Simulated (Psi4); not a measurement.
Conformational energy of SMILES O=Cc1cccc(C(=O)O)c1. Scanned: dihedral C6–C7–C8–O9; all other coordinates were relaxed at GFN2-xTB. Points at φ and −φ are mirror images.

Geometry of the scan point at -60° (Å):
```
17

O      3.5850    -0.3113     1.0811
C      2.5029    -0.7975     0.8803
C      1.3239    -0.0673     0.3898
C      1.4145     1.3002     0.1252
C      0.3139     1.9933    -0.3406
C     -0.8877     1.3327    -0.5390
C     -0.9881    -0.0294    -0.2697
C     -2.2775    -0.7369    -0.5150
O     -3.3252    -0.4713     0.0092
O     -2.1262    -1.7576    -1.3673
C      0.1196    -0.7336     0.1777
H      2.3160    -1.8749     1.0596
H      2.3604     1.7940     0.2910
H      0.3874     3.0492    -0.5521
H     -1.7563     1.8665    -0.8942
H     -2.9706    -2.2188    -1.4989
H      0.0454    -1.7938     0.3706
```

Computed with PBE-D3(BJ)/def2-SVP // GFN2-xTB run with Psi4.

Scanned values (°): -165, -150, -135, -120, -105, -90, -75, -60, -45, -30, -15, 0, 15, 30, 45, 60, 75, 90, 105, 120, 135, 150, 165, 180.

Problem. Describe the profile: where are the wells and the tops?

Solution. Lower than their neighbours: 0° (0.0 kJ/mol), 180° (0.1 kJ/mol). Higher than their neighbours: -90° (33.9 kJ/mol), 90° (33.9 kJ/mol). The whole profile spans 33.9 kJ/mol.
